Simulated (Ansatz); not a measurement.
`BCS` + `CCC` → `BCC(C)C` + H₂S at 500 K and 1 bar (formal exchange of groups at a C–S bond).

Gas-phase electronic energies from Ansatz, PBE0-D4/def2-TZVP geometries. CCSD(T)/CBS is the MP2 limit (def2-TZVPP, def2-QZVPP) plus CCSD(T) − MP2 in def2-TZVPP, frozen cores. This one scheme is used for every species. Each species was taken in one conformer, which may not be the lowest.

| species | CCSD(T)/CBS energy (Eh) | H − E (kJ/mol) | S (J/(mol·K)) |
| --- | --- | --- | --- |
| `BCS` | -463.59975 | 181.0 | 347.9 |
| `CCC` | -118.98051 | 304.1 | 314.1 |
| `BCC(C)C` | -183.61500 | 422.5 | 412.6 |
| H₂S | -398.97279 | 57.0 | 224.0 |

H − E and S are ideal-gas, rigid-rotor, harmonic terms from PBE0-D4/def2-TZVP, for one conformer and one mirror image of each species. 1 Eh = 2625.50 kJ/mol, R = 8.31446 J/(mol·K).

Question: By hand: ΔE, ΔH, ΔS and ΔG.

Answer: ΔE = (-183.61500) + (-398.97279) − (-463.59975) − (-118.98051) = -0.00753 Eh = -19.8 kJ/mol. Δ(H − E) = 422.5 + 57.0 − 181.0 − 304.1 = -5.6, so ΔH = -25.4 kJ/mol. ΔS = 412.6 + 224.0 − 347.9 − 314.1 = -25.4 J/(mol·K). ΔG = -25.4 − 500 × (-25.4)/1000 = -12.7 kJ/mol.

Question: By hand: the equilibrium constant, and the temperature at which ΔG would vanish if ΔH and ΔS stayed fixed.

Answer: log₁₀ K = −ΔG/(RT ln 10) = 1.3. ΔG = 0 at ΔH/ΔS = 1000 K.

TΔS isn't small against ΔH here. A doubt of 5 kJ/mol in ΔE shifts log₁₀ K by 0.5 here. Other conformers and mirror images would add mixing entropy, several J/(mol·K) or more a flexible species. These are equilibria of isolated gas molecules and say nothing of rates. Largest T1 diagnostic: 0.010 (customary marks: 0.02 for closed shells, 0.045 for open ones).
